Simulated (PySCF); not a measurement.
# Ionising TlN

r²SCAN; Tl aug-cc-pVDZ-PP with ECP60, N aug-cc-pVDZ; scalar-relativistic core potentials (PySCF 2.14). Neutral (UKS): triplet (π ↑↑), Re = 2.339 Å, ωe = 392 cm⁻¹, De = 1.63 eV, HOMO -4.34 eV, LUMO -3.00 eV.

TlN⁺ (UKS): quartet (σ ↑, π ↑↑), Re = 2.956 Å, ωe = 110 cm⁻¹. The energies at the minima are -227.20501 hartree for TlN and -226.94828 for TlN⁺.

Question: Work out the adiabatic ionisation energy, without and with harmonic zero-point energies (1 hartree = 27.2114 eV, 1 eV = 8065.5 cm⁻¹), and the change of the bond length.

Answer: At r²SCAN: 0.25673 hartree = 6.986 eV between the minima; the zero-point term (110.0 − 392.0)/2 cm⁻¹ = -0.017 eV makes it 6.968 eV. Re changes by +61.7 pm against the neutral. The electron leaves a σ orbital, and the ion is left as a loose complex of an ion and an atom.

Spin–orbit coupling is left out, which matters for elements this heavy, above all for dissociation energies. States were picked by a PBE0 search and need not be the measured ground states.
